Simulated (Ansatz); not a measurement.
Isolated molecules relaxed with PBE0-D4/def2-TZVP in Ansatz; ΔE leaves out vibrations. CCSD(T)/CBS adds triple-zeta CCSD(T) − MP2 to the extrapolated MP2 energy (def2 sets, frozen cores). Functionals use def2-TZVPP. B3LYP here is the variant with VWN-RPA as its local correlation; programs differ in this. One conformer a species, not always the lowest.

Reaction (formal exchange of groups at the Si–C bond): `[SiH3]C=S` + `CO[SiH2][AlH2]` → `[AlH2][SiH2]O[SiH3]` + `CC=S`

| level | ΔE (kJ/mol) |
| --- | --- |
| PBE0-D4 | -179.3 |
| r2SCAN | -185.4 |
| B3LYP | -182.1 |
| SCS-MP2/def2-TZVPP | -187.2 |

(1) What does CCSD(T)/CBS give? (Best estimate.)

Largest T1 diagnostic among the species: 0.016.

## Answers

(1) Computed: -184.2 kJ/mol. The listed levels differ from it by 4.9, -1.2, 2.1, -3.0 kJ/mol.

In def2-TZVPP, CCSD(T) changes the Hartree–Fock value by +15.3 kJ/mol (the triples alone add +2.6 kJ/mol) and MP2 by +7.2 kJ/mol. From PBE to PBE0 (25 % exact exchange), in def2-TZVPP and without D4, ΔE moves by −8.1 kJ/mol.
